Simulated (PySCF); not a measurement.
Si(Cl)2(Br)(vinyl) (C₂H₃BrCl₂Si), SMILES C=C[Si](Cl)(Cl)Br.

Geometry: B3LYP-D3(BJ)/def2-SVP. Other conformers were not sampled.

Level of theory: PySCF with CAM-B3LYP/def2-TZVP.

Computed frontier levels, gap, dipole moment and polarisability:
```
Quantity                                                                                                        Result
---------------------------------------------------------------------------------------------  -----------------------
highest occupied level                                                                                        -9.89 eV
lowest empty level                                                                                            -0.14 eV
orbital gap                                                                                                    9.75 eV
dipole moment                                                                                                   2.24 D
quadrupole, principal values (traceless, Buckingham form, about the centre of nuclear charge)   -6.22, -0.58, 6.80 D·Å
mean static polarisability                                                                       88.4 bohr³ (13.10 Å³)
polarisability, principal values                                                               77.7, 86.9, 100.5 bohr³
```
